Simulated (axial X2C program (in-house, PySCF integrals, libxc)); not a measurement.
MoCl⁺: cheaper levels and CCSD(T), two-component

Computed with an axial X2C code built on PySCF integrals. Two-component (2c) means X2C with spin–orbit coupling and atomic mean-field two-electron Coulomb and Gaunt terms. Basis: Mo dyall-cv3z [11s12p9d5f3g], Cl dyall-av3z [9s8p3d2f] (cores contracted in-house); Gaussian nuclei, density fitting, unrestricted open shells. Masses: Mo 97.905 u, Cl 34.969 u.

State: Ω = 2 (⟨Sz⟩ = 2.00, ⟨Lz⟩ = 0.00 at HF); fragments Mo+ + Cl.

| level | Re (Å) | ωe (cm⁻¹) | De (eV) |
| --- | --- | --- | --- |
| PBE0 | 2.215 | 453.6 | 2.76 |
| MP2 | 2.234 | 449.2 | 2.53 |
| CCSD | 2.242 | 445.1 | 2.31 |
| TPSSh | 2.223 | 447.5 | 2.95 |

Correlated methods: 12 electrons correlated (number of frozen shells: Mo 4 s, 3 p, 1 d; Cl 2 s, 1 p), 292 virtual spin orbitals or spinors in MP2, 90 natural virtuals in coupled cluster.

CCSD(T), same Hamiltonian and basis:

Re = 2.242 Å, ωe = 444.3 cm⁻¹, De = 2.46 eV; T1 = 0.020 (Lee–Taylor normalisation).

(1) Give the differences from CCSD(T) in the columns below.

Occupations by symmetry block were frozen at the best pattern of an incomplete PBE0 search. Dissociation energies refer to the lowest single-determinant-based atoms at the same level and basis. Density functionals use the spin component along the axis (collinear). Coupled cluster ran in a truncated set of natural virtual spinors; the MP2 energy of the rest was added. (T) has no such correction and the atoms are truncated less, which lowers De at CCSD(T) by a hundredth of an eV or more. A 2c atom that is not at its ground J level misses part of its spin–orbit lowering, and De is too large by that part (0.04 eV or less for light atoms). This holds for PBE0, TPSSh. Other states lie close and PBE0, whose exact exchange favours high spin, may order them wrongly; the determinant shown need not be the ground state. The nearest other 2c determinant of the search, Ω = 1, lies 0.12 eV up at the distance of the search. Without a current term, density functionals place determinants with orbital angular momentum somewhat too high. With several unpaired electrons one determinant need not be a pure state. Open-shell Ω = 0 determinants with evenly filled partner blocks cannot be reached by this program, so the Ω shown need not be the lowest component. Some points did not converge and are left out. With the outer-core shells frozen, correlated bond lengths of heavy atoms tend to come out a few hundredths of an ångström too long.

Answers

(1) 

```
level  ΔRe (Å)  Δωe (cm⁻¹)  ΔDe (eV)
 PBE0   -0.027           9      0.30
  MP2   -0.008           5      0.07
 CCSD    0.000           1     -0.15
TPSSh   -0.019           3      0.49
```
